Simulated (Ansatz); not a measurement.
Compare A (`CC1(O)C[SiH2]1`) with its isomer B (`CC1C[SiH2]O1`).

Computed with Ansatz on PBE0-D4/def2-TZVP structures; ΔE is electronic, products minus reactants. CCSD(T)/CBS adds triple-zeta CCSD(T) − MP2 to the extrapolated MP2 energy (def2 sets, frozen cores). DFT in def2-TZVPP. B3LYP here is the variant with VWN-RPA as its local correlation; programs differ in this. Each species was taken in one conformer, which may not be the lowest.

A:

Z-matrix (Å, degrees):
```
C
C 1 1.504
H 1 1.093 2 111.3
H 1 1.093 2 111.2 3 -119.8
H 1 1.096 2 110.0 3 120.1
O 2 1.407 1 114.0 3 -178.9
C 2 1.526 1 116.7 3 -47.5
Si 2 1.882 1 121.8 3 28.4
H 6 0.961 2 108.1 1 -70.6
H 7 1.086 2 116.5 1 0.6
H 7 1.086 2 113.9 1 -134.7
H 8 1.480 2 120.5 1 -3.9
H 8 1.478 2 119.2 1 149.8
```

B:

```xyz
13

C    -0.823    1.237   -0.888
C     0.256    0.231   -0.591
C     0.692    0.143    0.896
Si    0.177   -1.643    0.700
O    -0.233   -1.121   -0.828
H    -1.162    1.139   -1.922
H    -0.446    2.252   -0.739
H    -1.681    1.083   -0.229
H     1.118    0.397   -1.247
H     0.082    0.759    1.557
H     1.745    0.357    1.072
H     1.246   -2.678    0.722
H    -0.971   -2.157    1.495
```

Question: Which is lower in electronic energy at CCSD(T)/CBS, and by how much? (Best estimate.)

Answer: Ansatz gave: B, by 43.5 kcal/mol.

Question: Give E(B) − E(A) in kcal/mol with MP2/def2-TZVPP, CCSD/def2-TZVPP, B3LYP, LDA (SPW92), HF/def2-TZVPP, PBE-D4, CCSD(T)/def2-TZVPP. (An estimate is asked.)

Answer: Computed: MP2/def2-TZVPP -44.3, CCSD/def2-TZVPP -44.9, B3LYP -42.5, LDA (SPW92) -37.5, HF/def2-TZVPP -50.1, PBE-D4 -38.2, CCSD(T)/def2-TZVPP -43.8. None reverses the order clearly.

Question: Does the order hold for the free energy at 298.15 K (harmonic terms from PBE0-D4)? (Estimate.)

Answer: The calculation gave: Yes: G(B) − G(A) = -42.0 kcal/mol, for one conformer each.

Largest T1 diagnostic: 0.012.

From r2SCAN to r2SCAN0 (25 % exact exchange), in def2-TZVPP and without D4, E(B) − E(A) moves by −1.6 kcal/mol. In def2-TZVPP, CCSD(T) changes the Hartree–Fock value by +6.4 kcal/mol (the triples alone add +1.1 kcal/mol) and MP2 by +5.9 kcal/mol.
